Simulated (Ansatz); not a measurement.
System: Ge2H6, charge -1, doublet. Ge2H6- (parent SMILES [GeH3][GeH3], doublet).
B3LYP-D3(BJ)/def2-TZVP minimum from Ansatz (a quantum-chemistry and plane-wave program):
```xyz
8

Ge    -1.3934     0.0693     0.2566
Ge     1.3934    -0.0693    -0.2566
H     -1.9955    -0.8186    -0.9030
H     -1.7654     1.5072    -0.2816
H     -2.5721    -0.1086     1.3586
H      1.7654    -1.5072     0.2816
H      1.9955     0.8186     0.9030
H      2.5721     0.1086    -1.3586
```
Charge -1, spin multiplicity 2.

Total energies in aug-cc-pVDZ, 15 correlated electrons, 28 frozen orbitals. Open shells are spin-unrestricted; no spin-orbit coupling. Cores are frozen in correlated methods (noble-gas shells, and filled d and f shells in the p block). No relativity. The UHF reference of H6Ge2- (parent SMILES [GeH3][GeH3], doublet) is spin-contaminated (<S^2> up to 0.04 over the pure value in the sets run). The spin of H6Ge2- (parent SMILES [GeH3][GeH3], doublet) was assumed, and the state is the lowest solution found for it.

| method | program | energy (Eh) | minus CCSDT(Q) (mEh) |
|---|---|---|---|
| HF | Ansatz | -4154.10862 | 300.05 |
| MP2 | Ansatz | -4154.34282 | 65.85 |
| CCSD | Ansatz | -4154.39769 | 10.99 |
| CCSD(T) | Ansatz | -4154.40656 | 2.11 |
| CCSDT(Q) | Ansatz | -4154.40867 | 0.00 |

Rough core times of Ansatz's runs on a shared machine: CCSD(T) 40 s, CCSDT(Q) 30 min.
